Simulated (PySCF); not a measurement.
Two species compared at the same levels of theory.

First species: C3H10OP2.
InChI=1S/C3H10OP2/c1-6(4)3-2-5/h6H,2-3,5H2,1H3

Second species: C4H12O2Si.
Atom-mapped SMILES: `[CH3:1][O:2][CH:3]([CH2:4][SiH3:5])[O:6][CH3:7]` (hydrogens: H8, H9, H10 on C1; H11 on C3; H12, H13 on C4; H14, H15, H16 on Si5; H17, H18, H19 on C7)

Levels: PBE0/def2-SVPD for dipole moment, HOMO energy, LUMO energy, HOMO–LUMO gap, static isotropic polarisability and electronic spatial extent ⟨r²⟩ about the centre of nuclear charge; TDDFT PBE0/def2-SVPD for lowest singlet excitation; TDA PBE0/def2-SVPD for lowest triplet excitation (Tamm–Dancoff); GFN2-xTB for rotational constant A and rotational constant C. Geometries: GFN2-xTB. Each species is one conformer at its optimised geometry, gas phase, non-relativistic unless stated. Electronic properties by PySCF.

The conformers computed, where there is a choice (atom-mapped SMILES and torsion angles):
- `[CH3:1][P@H:2](=[O:3])[CH2:4][CH2:5][PH2:6]`: C1–P2–C4–C5 172°, P2–C4–C5–P6 54°, H–P6–C5–C4 167°, H–P6–C5–C4 75°
- `[CH3:1][O:2][CH:3]([CH2:4][SiH3:5])[O:6][CH3:7]`: C1–O2–C3–C4 59°, O2–C3–C4–Si5 -164°, O2–C3–O6–C7 -65°

Question: Which of the two has the higher LUMO energy, and by how much?

Answer: The second: 0.54 eV against 0.20 eV, a difference of 0.34 eV.

Question: Which has the higher ⟨r²⟩?

Answer: The second: 1129 bohr² against 1054 bohr², a difference of 75 bohr².

Question: Which of the two has the higher T1 energy, and by how much?

Answer: The second: 7.09 eV against 5.32 eV, a difference of 1.77 eV.

Question: Which has the higher static isotropic polarisability?

Answer: The first: 88.9 au against 86.1 au, a difference of 2.8 au.

Question: Which has the higher rotational constant C?

Answer: The first: 1.228 GHz against 1.130 GHz, a difference of 0.098 GHz.

Question: Which has the higher rotational constant A?

Answer: The first: 4.375 GHz against 3.016 GHz, a difference of 1.359 GHz.

Question: Which has the higher HOMO–LUMO gap?

Answer: The second: 8.28 eV against 7.43 eV, a difference of 0.85 eV.

Question: Which of the two has the higher S1 energy, and by how much?

Answer: The second: 7.20 eV against 6.32 eV, a difference of 0.88 eV.

On the first: The polarisability is 13.17 Å³ as a volume (1 au = 0.148185 Å³), or 1.35 au for each of the 66 electrons. No computed singlet falls in the visible range (750 to 380 nm, 1.65 to 3.26 eV); S1 lies 3.06 eV above its blue end.

On the second: The principal polarisabilities are 75.1, 86.7 and 96.5 au; their mean is the isotropic value. The vertical singlet–triplet gap S1 − T1 is 0.11 eV (TDDFT singlet less Tamm–Dancoff triplet; S1: HOMO→LUMO, weight 0.95; T1: HOMO→LUMO, weight 0.91).
